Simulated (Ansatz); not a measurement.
`C[O][Mo](=[O])(=[S])[Cl]` + `C[SiH2]P` → `[CH3][Mo](=[O])(=[S])[Cl]` + `CO[SiH2]P`  (redistribution)

Computed with Ansatz on PBE0-D4/def2-TZVP structures; ΔE is electronic, products minus reactants. CBS: MP2 limit from def2 TZ/QZ plus the TZ coupled-cluster correction, frozen cores. DFT in def2-TZVPP. Elements past krypton have def2 core potentials. For Mo outer-core shells are correlated without core-valence functions, which leaves a few kJ/mol of doubt a bond. Each species was taken in one conformer, which may not be the lowest.

CCSD(T)/CBS gives +5.1 kcal/mol.

(1) Another level gave +7.7 kcal/mol. Which?
A. CCSD/def2-TZVPP
B. HF/def2-TZVPP
C. PBE/def2-TZVPP
D. PBE0/def2-TZVPP

Largest T1 diagnostic among the species: 0.025, so the coupled-cluster value is less sure than usual.

## Answers

(1) D. PBE0 7.7, HF/def2-TZVPP 1.9, PBE 10.0, CCSD/def2-TZVPP 3.7 kcal/mol.

In def2-TZVPP, CCSD(T) changes the Hartree–Fock value by +3.6 kcal/mol (the triples alone add +1.8 kcal/mol) and MP2 by +5.0 kcal/mol. From PBE to PBE0 (25 % exact exchange), in def2-TZVPP and without D4, ΔE moves by −2.3 kcal/mol.

CCSD(T)/CBS has its own doubt, a few kJ/mol and more with outer-core shells, so smaller differences from it don't rank the levels.
